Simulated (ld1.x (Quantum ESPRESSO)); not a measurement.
**What the settings do to the TM potential of bismuth**

Base potential:

ld1.x (Quantum ESPRESSO) 7.5 input, shortened:

```
&input
   title='Bi', zed=83., rel=1, dft='PBE', iswitch=3,
   config='[Xe] 4f14 5d10 5f-2 6s2 6p2.5'
 /
 &inputp
   pseudotype=2, tm=.true., lloc=1,
   nlcc=.false.
 /
4
6S  1  0   2.00   0.00  1.50  1.50  0.0
5D  3  2  10.00   0.00  1.90  1.90  0.0
5F  4  3  -2.00   0.15  2.05  2.05  0.0
6P  2  1   2.50   0.00  2.60  2.60  0.0
 &test
   configts(1)='5d10 6s2 6p2.5'
 /
```

All-electron outer shells of the reference configuration (PBE, scalar-relativistic, ld1.x):

```tsv
shell	level (eV)	outermost node (bohr)	outermost maximum (bohr)
4f	-156.48	–	0.34
5p	-99.74	0.48	0.86
5d	-30.95	0.51	1.03
6s	-18.15	0.98	1.86
6p	-7.87	1.14	2.41
```

Cutoffs, loose and tight: the cutoffs (Ry, on a coarse ladder) from which the occupation-weighted sum of valence levels, in a spherical-Bessel basis at the reference potential, stays within 10 and 1 mRy of its value at 400 Ry. They do not see the model core or the augmentation charge, which bear on the density cutoff. Test errors are all-electron minus pseudo excitation energies from the reference, over the configurations 5d10 6s2 6p3; 5d10 6s2 6p2; 5d10 6s2 6p1; 5d10 6s2 6p3.3; 5d10 6s1 6p4; 5d9 6s2 6p3; 5d9 6s2 6p4. A dash means not determined; rows that change the core or the reference have their own tests.

| change | outcome | cutoff, loose | cutoff, tight | bound ghosts | largest test error (meV) |
| --- | --- | --- | --- | --- | --- |
| base | generated | 60 Ry | 140 Ry | none | -215 |
| functional PBEsol | generated | 60 Ry | 140 Ry | none | -209 |
| wave 5d (bound): rc 1.90 bohr becomes 5d (bound): rc 1.18 bohr | generated | 100 Ry | 160 Ry | none | -217 |
| fully relativistic | generated, misses its reference levels by 1.52 eV | 60 Ry | 140 Ry | none | -394 |
| wave 5f channel at 0.15 Ry: rc 2.05 bohr becomes 5f channel at -0.2 Ry: rc 2.05 bohr | generated | 60 Ry | 140 Ry | none | -215 |
| wave 6p (bound): rc 2.60 bohr becomes 6p (bound): rc 2.26 bohr | generated | 60 Ry | 140 Ry | none | -225 |

Question: What comes out with this change to the base: wave 6s (bound): rc 1.50 bohr becomes 6s (bound): rc 2.06 bohr?

Answer: outcome: generated; cutoff, loose: 55 Ry; cutoff, tight: 90 Ry; bound ghosts: none; largest test error (meV): -236.

Question: What comes out with this change to the base: type TM semilocal; local potential the f channel?

Answer: outcome: generated; cutoff, loose: 60 Ry; cutoff, tight: 140 Ry; bound ghosts: none; largest test error (meV): -92.

Question: What comes out with this change to the base: all radii scaled by about 0.78 (s 1.18, p 2.02, d 1.48, f 1.60 bohr)?

Answer: outcome: generated; cutoff, loose: over 300 Ry; cutoff, tight: over 300 Ry; bound ghosts: none; largest test error (meV): -193.
